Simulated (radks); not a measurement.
Values are calculated unless marked as measured or tabulated.
Question: The table gives one normalised radial function P(r) = r R(r) of Rb2+ in [Ar] 3d10 4s2 4p5 (r in bohr). Level of theory: scalar-relativistic Kohn-Sham, LDA (Slater exchange, Perdew-Wang correlation), spin-polarised, spherical densities, point nucleus; open shells are filled with parallel spins first (spin-orbit coupling, left out, can overturn this in heavy ions); hard spherical wall at 8 bohr (a radial shooting solver on a logarithmic mesh with Libxc functionals).

r           P
0.003579   0.0307
0.004698   0.0381
0.006167   0.0467
0.00816    0.0564
0.01071    0.0658
0.01417    0.0739
0.0186     0.0780
0.02461    0.0747
0.0323     0.0600
0.04274    0.0294
0.0561    -0.0158
0.07364   -0.0701
0.09744   -0.1179
0.1279    -0.1296
0.1692    -0.0798
0.2221     0.0288
0.2939     0.1543
0.3858     0.2051
0.5104     0.1152
0.6699    -0.0895
0.8794    -0.2896
1.164     -0.3290
1.527     -0.1264
2.021      0.2452
2.652      0.5529
3.509      0.6178
4.606      0.4371
6.095      0.1835
8          0.0000

Which n and l does it have? It may be an empty orbital.

Answer: n = 5, l = 0: the number of nodes gives n - l - 1 = 4, the rise at small r (about r^(l+1), flatter next to the nucleus through relativity) gives l, and the extent must fit the shell. The curve is that of 5s up; the table hardly tells the two spins apart. 5s up (empty): eigenvalue -13.100 eV, 4 radial nodes at r = 0.0515, 0.209, 0.601, 1.69 bohr, <r> = 3.50 bohr, 90 % of the charge inside 4.99 bohr.
